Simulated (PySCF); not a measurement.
F₃Y, charge +1, multiplicity 2. Atoms are numbered in the order given.

```xyz
4

Y      0.0000     0.0000    -0.0454
F      0.0000     1.8101    -0.8991
F      0.0000    -1.8101    -0.8991
F      0.0000     0.0000     1.9949
```
Charge +1, spin multiplicity 2.

Geometry: PBE-D3(BJ)/def2-TZVP. The multiplicity is an assumed one; other spin states were not compared. The def2 effective core potentials stand for the cores of Y; spin–orbit coupling is left out.

Method: PBE-D3(BJ)/def2-TZVP (PySCF).

Frequencies are harmonic and unscaled.

Computed normal modes with their intensities:
```
mode  ν (cm⁻¹)  IR (km/mol)  moving atoms (share of kinetic energy)
----  --------  -----------  --------------------------------------
1           38         50.2                          F 61 %, Y 39 %
2          101         14.5                          F 87 %, Y 13 %
3          101         21.4                          F 87 %, Y 13 %
4          393          0.1                          F 74 %, Y 26 %
5          407          5.0                          F 75 %, Y 25 %
6          502          0.0                                 F 100 %
```
